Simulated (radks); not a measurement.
Results of a calculation; reference values are marked as such.
Al, 13 electrons, occupied as [Ne] 3s2 3p1.

Code: a radial shooting solver on a logarithmic mesh with Libxc functionals. Model: non-relativistic Kohn-Sham, r2SCAN, spin-unpolarised, spherical densities, point nucleus; meta-GGA in the generalised Kohn-Sham scheme.

Energy parts (eV):
part                      energy
total                  -6593.855
kinetic                 6583.274
electron-nucleus      -15743.916
Hartree                 3070.167
exchange-correlation    -503.380

Orbitals (lengths in bohr, moments of r in powers of bohr; <r^-3> diverges for s and p1/2; r(max) is where P^2 peaks):
orbital,occ.,eigenvalue (eV),r(max),<r>,<r^-3>,<1/r>
1s,2,-1517.971,0.07872,0.1205,-,12.58
2s,2,-111.3356,0.4972,0.6250,-,2.340
2p,6,-71.5297,0.4301,0.6023,35.48,2.208
3s,2,-7.9534,2.106,2.585,-,0.5159
3p,1,-2.6632,2.634,3.391,1.317,0.3917

The highest occupied level is 3p at -2.663 eV. For comparison, the ionisation energy in NIST's Atomic Spectra Database is 5.986 eV (measured). In exact Kohn-Sham theory the highest level is minus the ionisation energy, but local and semilocal functionals leave it too shallow, through self-interaction and a potential that decays too fast; potentials with the right tail come closer. The density falls to 0.001 e/bohr^3 at r = 4.57 bohr. Virial ratio -V/T = 2.00161. Summed over all electrons, <r^2> = 33.12 bohr^2, which gives a Langevin (diamagnetic) susceptibility term of -26.2 x 10^-6 cm^3/mol.

Beside tabulated values, note that spin-unpolarised runs miss the spin-polarisation part of the exchange energy of open shells.
